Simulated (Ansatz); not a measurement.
The same path of C2H7AlOS (12 atoms, charge 0, multiplicity 1) was run twice with different band settings. The coordinate that changes most is the dihedral O3–C4–S5–H12.

Level of theory: RKS PBE0-D4/def2-SVP in Ansatz.

Relaxed end points:

```xyz
12
Properties=species:S:1:pos:R:3
Al -0.387 1.173 2.146
C -0.374 -0.166 0.697
O 0.738 0.032 -0.154
C 0.793 -0.806 -1.249
S -0.515 -0.540 -2.507
H 0.623 2.400 2.153
H -1.468 0.995 3.303
H -1.321 -0.088 0.118
H -0.379 -1.201 1.105
H 1.776 -0.668 -1.721
H 0.677 -1.871 -0.969
H -0.087 0.684 -2.889
```

```xyz
12
Properties=species:S:1:pos:R:3
Al -0.226 1.307 2.108
C -0.303 0.034 0.601
O 0.845 0.161 -0.209
C 0.888 -0.677 -1.306
S -0.340 -0.331 -2.623
H 0.990 2.311 2.293
H -1.442 1.290 3.136
H -1.223 0.235 0.008
H -0.422 -1.012 0.966
H 1.866 -0.535 -1.786
H 0.783 -1.740 -1.018
H -1.338 -1.099 -2.137
```

Common settings: spring 5.0 eV/Å²; optimiser quadratic models (default); start path IDPP; force threshold 0.05 eV/Å; iteration limit 60; end points relaxed.

| run | movable images | climbing image |
| --- | --- | --- |
| 1 | 5 | yes |
| 2 | 3 | no |

Problem. What does each run give, and how far can it be trusted?

Solution. Run 1: converged after 5 iterations, highest image 0.241 eV above the first end. A vibrational analysis at the climbing image gives one clearly imaginary mode, 327i cm⁻¹: a first-order saddle point.
Run 2: converged after 4 iterations, highest image 0.240 eV above the first end. No image climbed, so the highest image needn't sit at the top of the path. So few images can step over the top or miss a turn of the path.
